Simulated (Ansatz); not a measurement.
Ideal-gas functions of CH₄FGeS, SMILES `C[S][GeH][F]` radical at 500 K and 1 bar, from an Ansatz frequency run at PBE0-D4/def2-TZVP.

Molar mass 139.72 g/mol, point group C1 (symmetry number 1), electronic degeneracy 2, moments of inertia 56.087, 242.757, 291.013 u Å². Harmonic wavenumbers (cm⁻¹, unscaled): 55, 95, 126, 209, 416, 579, 634, 686, 725, 968, 977, 1349, 1467, 1473, 1966, 3064, 3154, 3162.

Use S(trans) = R[1.5 ln M + 2.5 ln T − 1.1517]; rotational temperatures θ = 24.2544 K / I; S(rot) = R[ln(√π/σ · √(T³/θAθBθC)) + 1.5]; for each mode x = 1.438777 ν̃/T, S = R[x/(eˣ − 1) − ln(1 − e⁻ˣ)] and H = RT x/(eˣ − 1); 1 cm⁻¹ = 0.0119627 kJ/mol; R = 8.31446 J/(mol·K).

**Question.** By hand: the entropy, in J/(mol·K).

**Answer.** Translation 181.2. Rotation: θ = 0.4324, 0.0999, 0.0833 K, giving 118.1. Vibration, mode by mode: 23.65, 19.12, 16.80, 12.67, 7.30, 4.97, 4.38, 3.89, 3.56, 2.05, 2.01, 0.85, 0.65, 0.64, 0.19, 0.01, 0.01, 0.01, in all 102.8. Electronic 5.8. Sum 407.9 J/(mol·K).

**Question.** By hand: H − E and G − E in kJ/mol, counted from the electronic energy.

**Answer.** Zero-point energy ½ × 21105 × 0.0119627 = 126.2; thermal vibration 24.2; translation, rotation and pV give 4 RT = 16.6. H − E = 167.0 kJ/mol, and G − E = 167.0 − 500 × 407.9/1000 = -36.9 kJ/mol.

Vibration gives 25 % of the entropy, 59.6 J/(mol·K) of it from the modes under 150 cm⁻¹: soft modes count most, and the harmonic formula is weakest for them. The sum counts one conformer and one mirror image; others add a mixing term.
